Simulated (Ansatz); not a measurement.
The cluster PtSe2⁺. Charge 1, multiplicity 2. Geometry PBE-D4/def2-TZVP, basis def2-TZVP, Ansatz.

```tsv
atom	x (Å)	y (Å)	z (Å)
Pt1	0.0389	0.7832	-1.1445
Se2	0.7630	-1.0784	0.1287
Se3	-0.8019	0.2953	1.0158
```

```tsv
run	HOMO (eV)	LUMO (eV)
A	-10.92	-10.26
B	-12.43	-9.52
C	-10.96	-10.35
D	-12.21	-9.53
E	-14.80	-7.41
F	-11.25	-10.32
```

In the def2 sets Pt takes a core potential; there is no spin–orbit coupling. LC-ωPBE has ω = 0.4 bohr⁻¹. The structure comes from a short search, and lower isomers may exist.

HOMO and LUMO are taken over both spins.

Q: The runs used LC-ωPBE, PBE, PBE0, r2SCAN, r2SCAN0, revPBE. Estimate which is which.

A: A revPBE (0 % exact exchange); B r2SCAN0 (25 % exact exchange); C PBE (0 % exact exchange); D PBE0 (25 % exact exchange); E LC-ωPBE (range-separated); F r2SCAN (0 % exact exchange). Exact exchange lowers occupied and raises empty levels; among semilocal functionals meta-GGAs tend to open the gap a little, and such runs are hard to tell apart. The gap grows from 0.62 eV (PBE) to 7.40 eV (LC-ωPBE).
